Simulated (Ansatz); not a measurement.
C3H6BN can be A, `CNC1=CB1`, or B, `CB1N=C1C`.

Isolated molecules relaxed with PBE0-D4/def2-TZVP in Ansatz; ΔE leaves out vibrations. CCSD(T)/CBS adds triple-zeta CCSD(T) − MP2 to the extrapolated MP2 energy (def2 sets, frozen cores). Functionals use def2-TZVPP. B3LYP here is the variant with VWN-RPA as its local correlation; programs differ in this. One conformer a species, not always the lowest.

A:

```xyz
11

C     0.098   -1.463    0.943
N     0.684   -0.484    0.062
C     0.028    0.576   -0.393
C     0.176    1.668   -1.198
B    -1.114    1.508   -0.555
H     0.679   -1.570    1.864
H    -0.904   -1.127    1.204
H     0.020   -2.445    0.465
H     1.632   -0.636   -0.243
H     0.926    2.130   -1.824
H    -2.225    1.844   -0.324
```

B:

Z-matrix (Å, degrees):
```
C
B 1 1.545
H 1 1.092 2 112.5
H 1 1.096 2 108.9 3 119.2
H 1 1.092 2 112.1 3 -123.4
N 2 1.430 1 144.9 3 -17.5
C 2 1.452 1 161.3 3 166.1
C 7 1.471 2 166.0 1 -3.2
H 8 1.093 7 109.7 2 59.0
H 8 1.092 7 111.4 2 -179.3
H 8 1.093 7 109.7 2 -57.6
```

Problem. Which isomer does CCSD(T)/CBS put lower? Give the gap. (Best estimate.)

Solution. Computed: B, by 24.1 kcal/mol.

Problem. Give E(B) − E(A) in kcal/mol with B3LYP, ωB97M-V, MP2/def2-TZVPP, B3LYP-D4, PBE-D4, PBE0-D4, HF/def2-TZVPP. (Best estimate.)

Solution. The calculation gave: B3LYP -22.5, ωB97M-V -23.9, MP2/def2-TZVPP -24.2, B3LYP-D4 -22.1, PBE-D4 -20.6, PBE0-D4 -21.2, HF/def2-TZVPP -26.0. None reverses the order clearly.

Problem. Does the order hold for the free energy at 298.15 K (harmonic terms from PBE0-D4)? (Estimate.)

Solution. Ansatz gave: Yes: G(B) − G(A) = -25.4 kcal/mol, for one conformer each. Modes under 60 cm⁻¹, often nearly free rotors, make the harmonic entropy too high.

Largest T1 diagnostic: 0.012.

In def2-TZVPP, CCSD(T) changes the Hartree–Fock value by +1.1 kcal/mol (the triples alone add +0.2 kcal/mol) and MP2 by +1.8 kcal/mol. Leaving LDA and LC-ωPBE aside and taking each functional with its dispersion term where it has one, the values, not all of them listed here, spread over 3.9 kcal/mol, from B97M-V to PBE-D4. LDA lies +4.7 kcal/mol from PBE without D4.
